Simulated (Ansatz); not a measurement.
CH5AlFN can be A, `FC[NH][AlH2]`, or B, `C[NH][AlH][F]`.

Calculated with Ansatz (gas phase, PBE0-D4/def2-TZVP geometries, no zero-point term in ΔE). CCSD(T)/CBS is the MP2 limit (def2-TZVPP, def2-QZVPP) plus CCSD(T) − MP2 in def2-TZVPP, frozen cores. Functionals use def2-TZVPP. B3LYP here is the variant with VWN-RPA as its local correlation; programs differ in this. Each species was taken in one conformer, which may not be the lowest.

(1) Which is lower in electronic energy at CCSD(T)/CBS, and by how much? (Best estimate.)

(2) Give E(B) − E(A) in kcal/mol with BLYP-D4, HF/def2-TZVPP, LDA (SPW92), B3LYP-D4, CCSD(T)/def2-SVP, B3LYP, CCSD/def2-TZVPP. (Estimate.)

(3) Does the order hold for the free energy at 298.15 K (harmonic terms from PBE0-D4)? (An estimate is asked.)

Largest T1 diagnostic: 0.012.

## Answers

(1) Computed: B, by 57.0 kcal/mol.

(2) The calculation gave: BLYP-D4 -53.6, HF/def2-TZVPP -54.6, LDA (SPW92) -51.2, B3LYP-D4 -54.5, CCSD(T)/def2-SVP -53.3, B3LYP -54.6, CCSD/def2-TZVPP -56.0. None reverses the order clearly.

(3) The calculation gave: Yes: G(B) − G(A) = -55.4 kcal/mol, for one conformer each.

At CCSD(T), def2-SVP lies +3.7 kcal/mol from the extrapolated value and def2-TZVPP +1.3 kcal/mol. From BLYP to BHLYP (50 % exact exchange), in def2-TZVPP and without D4, E(B) − E(A) moves by −1.7 kcal/mol.
